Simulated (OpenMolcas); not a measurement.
Ni2+ (d8) among equal point charges was computed by CASSCF with the d shell active (OpenMolcas, ANO-RCC-VDZP on the metal). Its lowest spin-free states, and all those of the highest spin:

```
2S+1  Degeneracy  E (cm-1)
   3           2       0.0
   3           1      2002
   3           1      2209
   3           2      6731
   3           1      8418
   1           1     11120
   1           1     16165
   1           2     17641
   1           1     19215
   1           1     19997
   3           1     20580
   1           1     24196
   3           2     30954
```

**Question.** Is the site octahedral, tetrahedral or cube-like, axial, or of lower symmetry?

**Answer.** The states with 2S+1 = 3 have orbital degeneracies 2, 1, 1, 2, 1, 1, 2. There are pairs but no triples, so the site is axial: not cubic, but with a proper or improper axis of order three or more. The run had Ni2+ among 5 point charges of -1.5 e arranged as a square pyramid (C4v), 1.7 Å from the ion, with the axial distance 1.921 Å.

An orbital doublet at a regular site is open to a Jahn-Teller distortion, which this geometry leaves out. Without dynamic correlation the repulsion within the d shell is too large (B by tens of per cent), so at a given field states of lower spin stand too high. Point charges carry no covalency, so the field is a model and not that of real ligands. An unlabelled pair can be two single states that coincide in this model. No measured value stands beside these numbers.
